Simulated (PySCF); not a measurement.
Compound: [MoO3Cl]- (charge -1 and singlet state).
Cartesian coordinates in Å at the PBE0-D3(BJ)/def2-SVP level; atoms count from 1:
```xyz
5
ClMoO3 angstrom
Mo     0.0582    0.1079    0.0618
O     -0.0403   -0.1046    1.7558
O      1.6956    0.2211   -0.4197
O     -0.7842    1.5227   -0.3998
Cl    -0.9294   -1.7471   -0.9981
```

Theory: TDDFT PBE0/def2-SVPD, vertical, gas phase, core orbitals frozen in the response, def2 core potentials past Kr in PySCF 2.14.0, density-fitted response routines. Spin–orbit coupling is left out. The geometry's basis has no diffuse functions, a weakness for an anion.

Transition dipole moments from the ground state, in atomic units and in the frame of the coordinates above (overall signs are arbitrary), for the states with f of 0.002 or more among the lowest 6:

```
state  E (hartree)      μx      μy      μz
   S4       0.1903  -0.115  -0.219  -0.124
   S5       0.1964   0.176  -0.044  -0.088
   S6       0.1965   0.050  -0.116   0.159
```

Question: Work out the oscillator strengths.

Answer: f = (2/3) ΔE |μ|² with ΔE in hartree (27.2114 eV).

```json
{"state": "S4", "|μ|² (au)": "0.077", "|μ| (D)": "0.70", "f": "0.010"}
{"state": "S5", "|μ|² (au)": "0.041", "|μ| (D)": "0.51", "f": "0.005"}
{"state": "S6", "|μ|² (au)": "0.041", "|μ| (D)": "0.52", "f": "0.005"}
```

Question: The point group is C3v. Which irreducible representation does each state belong to?

Answer: From a totally symmetric ground state, an allowed state transforms like the component of the dipole operator along its μ. Polarised along the main axis, so A1: S4. Polarised across the main axis, so E: S5 and S6.

S5/S6 coincide within about 0.01 eV; within a degenerate level the directions of the single components are arbitrary.

No detachment energy is given for this anion; states above it aren't bound, and a finite basis only mimics them.

The run took 15 s of wall time (grids of density and orbitals included) on one thread, x86-64 server, on a shared host.
